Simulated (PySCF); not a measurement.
**Relaxation of doublet BBr₂**

Method: PySCF, UPBE0, basis B def2-TZVP, Br def2-TZVP (no relativity, density fitting). A (50,194) grid was used.

A start displaced from a saddle point along its imaginary mode, of C2v symmetry, held to at least that symmetry:

Coordinates in bohr (charge 0 multiplicity 2):
```
B    -0.2211   -0.0504    0.0000
Br    0.0154    0.0035    3.4624
Br    0.0154    0.0035   -3.4624
```

At each step, columns x, y, z (Å) and Fx, Fy, Fz (eV/Å):

```
step 0  E − E(last) = 87.24 kJ/mol
B   -0.117  -0.027   0.000  -1.225  -0.279   0.000
Br   0.008   0.002   1.832   0.612   0.140  -0.017
Br   0.008   0.002  -1.832   0.612   0.140   0.017
step 1  E − E(last) = 59.39 kJ/mol
B   -0.231  -0.053   0.000  -1.765  -0.396   0.000
Br   0.065   0.015   1.822   0.882   0.198  -0.022
Br   0.065   0.015  -1.822   0.882   0.198   0.022
step 2  E − E(last) = 24.01 kJ/mol
B   -0.385  -0.088   0.000  -1.008  -0.234   0.000
Br   0.142   0.032   1.808   0.504   0.117  -0.610
Br   0.142   0.032  -1.808   0.504   0.117   0.610
step 3  E − E(last) = 10.17 kJ/mol
B   -0.597  -0.136   0.000   0.944   0.215   0.000
Br   0.248   0.057   1.750  -0.472  -0.108  -1.225
Br   0.248   0.057  -1.750  -0.472  -0.108   1.225
step 4  E − E(last) = 2.87 kJ/mol
B   -0.550  -0.125   0.000   0.124   0.026   0.000
Br   0.225   0.051   1.730  -0.062  -0.013  -0.607
Br   0.225   0.051  -1.730  -0.062  -0.013   0.607
step 5  E − E(last) = 0.30 kJ/mol
B   -0.563  -0.129   0.000  -0.149  -0.035   0.000
Br   0.231   0.053   1.690   0.075   0.018  -0.042
Br   0.231   0.053  -1.690   0.075   0.018   0.042
step 6  E − E(last) = 0.01 kJ/mol
B   -0.582  -0.133   0.000  -0.028  -0.006   0.000
Br   0.240   0.055   1.678   0.014   0.003   0.006
Br   0.240   0.055  -1.678   0.014   0.003  -0.006
step 7  E − E(last) = 0.00 kJ/mol
B   -0.584  -0.133   0.000   0.001   0.000   0.000
Br   0.242   0.055   1.676  -0.001   0.000  -0.001
Br   0.242   0.055  -1.676  -0.001   0.000   0.001
```

It ends at C2v with B–Br 1.878 Å (×2); Br–B–Br 126.4°. A frequency run shows a minimum. Other isomers or separated fragments may lie lower.

The relaxation took of the order of 90 core-seconds on a shared host.
